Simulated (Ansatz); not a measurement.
This geometry of B₂H₃NSi (7 atoms, charge 0, multiplicity 1) is a first-order saddle point.

Computed with Ansatz, RKS PBE-D4/STO-3G.

```xyz
7
Properties=species:S:1:pos:R:3
N -1.711 0.159 -0.568
Si -0.202 -0.184 -0.891
B 0.691 0.145 1.079
B 1.494 -0.280 -0.072
H -2.713 0.267 -0.843
H -0.011 0.483 1.953
H 2.452 -0.592 -0.658
```

**Question.** Which two structures does it join? (They come from a converged band through this point; their orientation in space is the band's.)

**Answer.** No bond is made or broken. The dihedral H5–N1–Si2–B3 goes from -133 to 123°.

Initial state:

```xyz
7
Properties=species:S:1:pos:R:3
N -1.745 0.553 -1.055
Si -0.460 -0.120 -0.242
B 0.835 0.142 1.229
B 1.477 -0.284 -0.018
H -2.532 -0.181 -1.177
H 0.354 0.506 2.233
H 2.071 -0.616 -0.971
```

Final state:

```xyz
7
Properties=species:S:1:pos:R:3
N -1.923 -0.344 -0.783
Si -0.367 0.110 -0.410
B 0.832 0.183 1.195
B 1.482 -0.293 -0.031
H -2.458 0.485 -1.230
H 0.264 0.484 2.176
H 2.169 -0.625 -0.918
```

**Question.** How far does it lie above each of them?

**Answer.** 0.45 eV above the first and 0.45 eV above the second. This is the barrier of this one path; another mechanism may lie lower. Limits of this set-up: minimal basis.

The run took 10 min on 1 thread of AMD EPYC (Zen 3), on a shared host, peak memory 0.099 GiB.
